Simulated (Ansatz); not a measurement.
**One arrangement of a pair**

The pair of K⁺ (SMILES [K+], atom 1) and AlCl3 (SMILES Cl[Al](Cl)Cl, atoms 2–5), both closed shells, in one local arrangement (a lower one may exist), relaxed at PBE0-D4/def2-TZVP:

K1  (-0.379, -0.296, -3.051)
Cl2  (-1.650, -0.593, -0.074)
Al3  (0.106, 0.082, 0.849)
Cl4  (0.355, 0.280, 2.860)
Cl5  (1.568, 0.526, -0.583)
(Å)

Ansatz 0.2.0; basis: def2-TZVPPD, with def2-QZVPPD for the basis limit; cores frozen in the correlated methods. The outer core shell of Li, Na, Mg and K is correlated. The def2 sets are not built for correlating such inner shells, so the correlated values are less sure here. B3LYP uses VWN-RPA correlation. Extrapolation: Hartree–Fock as exp(−7.88 √X), correlation as X^−2.97. Interaction energies count from these two fragments, frozen as in the pair, with the counterpoise correction; negative means bound.

What is the interaction energy by CCSD(T) at an estimated basis limit (MP2 extrapolated from triple and quadruple zeta, plus CCSD(T) − MP2 in triple zeta)? (Judge from chemistry; the value comes from the calculation.)

The calculation gives: -12.47 kcal/mol. Hartree–Fock alone gives -9.73 kcal/mol at the basis limit. It counts from the two fragments frozen as in the pair.

The same quantity by other methods in triple zeta, and each one's difference from that estimate:
```tsv
method	E_int (kcal/mol)	difference
PBE-D4	-12.53	-0.07
revPBE-D4	-11.42	1.05
BLYP-D4	-12.15	0.31
r2SCAN-D4	-12.00	0.46
B97M-V	-12.20	0.27
PBE0-D4	-12.31	0.15
B3LYP-D4	-12.37	0.10
HSE06-D4	-12.33	0.13
wB97X-V	-12.27	0.19
wB97M-V	-12.40	0.07
B2PLYP	-11.26	1.21
HF	-9.56	2.91
MP2	-11.43	1.04
CCSD	-10.97	1.50
CCSD(T)	-11.12	1.34
```
Differences are method less estimate.

Energy to bend the free fragments (PBE0-D4 minima) into their shapes in the pair, CCSD(T)/def2-TZVPPD: AlCl3 1.41 kcal/mol. This must be added to the interaction energy to get the binding energy from relaxed fragments.

Basis-set superposition shift (counterpoise-corrected less uncorrected): CCSD(T) 0.96; MP2 0.90; HF 0.12; PBE0-D4 0.19; wB97M-V 0.16 kcal/mol.

T1 diagnostic: at most 0.010.

For scale, one of the runs: CCSD(T)/def2-TZVPPD, 237 basis functions, launched by `ansatz run in.yaml --threads 4 --pin off --events-out ev --progress --plain --max-ram 9574MiB`. Hardware: 4 CPU threads of an Arm Neoverse V1, shared host. Wall time 120 s; peak host memory 3.8 GiB.
